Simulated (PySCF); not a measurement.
## Which determinant of OsS lies lowest?

Unrestricted PBE0; Os def2-TZVPP with ECP60, S def2-TZVPP; scalar-relativistic core potentials (PySCF 2.14). Outer shells of the fragments: Os 5d6 6s2; S 3s2 3p4.

Followed along the bond (rough minima from three points):

```csv
2Ms+1,unpaired,⟨S²⟩ at the start,R at minimum (Å),Te (eV)
5,"π ↑↑, δ ↑↑",6.03,2.08,0.00
5,"σ ↑, π ↑↑, δ ↑",6.03,2.09,0.10
3,"π ↑, δ ↑",2.36,2.03,0.45
3,"π ↑, δ ↑",2.38,2.03,0.49
3,"π ↑↓, δ ↑↑",3.03,2.08,0.69
3,"σ ↑, π ↑↓, δ ↑",3.02,2.09,0.76
```

Solutions found at the starting distance of 2.210 Å, counted from the lowest of them; the search is not exhaustive and high or unbound solutions are not listed, so other states can lie among these:

| 2Ms+1 | unpaired | term | E (eV) | ⟨S²⟩ | ⟨Lz²⟩ | μ (D) |
| --- | --- | --- | --- | --- | --- | --- |
| 5 | π ↑↑, δ ↑↑ | mixed | 0.00 | 6.03 | 0.68 | -3.43 |
| 5 | σ ↑, π ↑↑, δ ↑ | ⁵Δ | 0.07 | 6.03 | 4.01 | -3.85 |
| 3 | π ↑, δ ↑ | mixed | 0.62 | 2.36 | 4.93 | -2.56 |
| 3 | π ↑, δ ↑ | mixed | 0.64 | 2.38 | 5.03 | -2.52 |
| 3 | π ↑↓, δ ↑↑ | mixed | 0.71 | 3.03 | 2.09 | -2.71 |
| 3 | σ ↑, π ↑↓, δ ↑ | mixed | 0.72 | 3.02 | 6.03 | -3.51 |

A term symbol is given only where ⟨S²⟩ and ⟨Lz²⟩ are close to those of a pure state; real π, δ and φ orbitals otherwise mix terms. A positive dipole means Os(−)S(+).

Spin–orbit coupling is left out. With d or f electrons several states lie close, and the lowest PBE0 determinant need not be the measured ground state.
